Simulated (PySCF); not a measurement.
**Electron correlation in Si²⁺ (silicon, charge +2)**

[Ne] 3s2, closed-shell 1S. Calculation: PySCF 2.14, in aug-cc-pV(D+d)Z (5s4p3d, 32 functions); no relativity, point nucleus. Frozen: [Ne]; 2 electrons correlated.

With two correlated electrons CCSD is exact within the correlated space (frozen core and kept virtual orbitals).

```tsv
level	correlation energy (mhartree)
CCSD	-43.79
```

Diagnostics: T1 = 0.0055, D1 = 0.0077, largest double amplitude 0.118.

Cost of the coupled-cluster step: roughly 0.24 core-seconds, for 2 correlated electrons.

Iterations:

```
CC2 = 0
CCSD nocc = 1, nmo = 27
frozen orbitals [0, 1, 2, 3, 4]
max_cycle = 100
direct = 0
conv_tol = 1e-08
conv_tol_normt = 1e-06
diis_space = 8
diis_start_cycle = 0
Init t2, MP2 energy = -288.017536261977  E_corr(MP2) -0.0291466633943374
Init E_corr(CCSD) = -0.0291466633943532
cycle = 1  E_corr(CCSD) = -0.0381373371951268  dE = -0.0089906738  norm(t1,t2) = 0.049102
cycle = 2  E_corr(CCSD) = -0.0413691748797417  dE = -0.00323183768  norm(t1,t2) = 0.0210252
cycle = 3  E_corr(CCSD) = -0.0437884540811549  dE = -0.0024192792  norm(t1,t2) = 0.00960566
cycle = 4  E_corr(CCSD) = -0.043781464625852  dE = 6.9894553e-06  norm(t1,t2) = 0.000437828
cycle = 5  E_corr(CCSD) = -0.0437871322632084  dE = -5.66763736e-06  norm(t1,t2) = 3.32555e-05
cycle = 6  E_corr(CCSD) = -0.043784524677649  dE = 2.60758556e-06  norm(t1,t2) = 7.39876e-06
cycle = 7  E_corr(CCSD) = -0.0437850469797086  dE = -5.2230206e-07  norm(t1,t2) = 2.05074e-06
cycle = 8  E_corr(CCSD) = -0.0437850577080995  dE = -1.07283908e-08  norm(t1,t2) = 7.7882e-08
cycle = 9  E_corr(CCSD) = -0.0437850649709462  dE = -7.26284671e-09  norm(t1,t2) = 3.27705e-08
CCSD converged
E(CCSD) = -288.0321746635539  E_corr = -0.04378506497094617
```
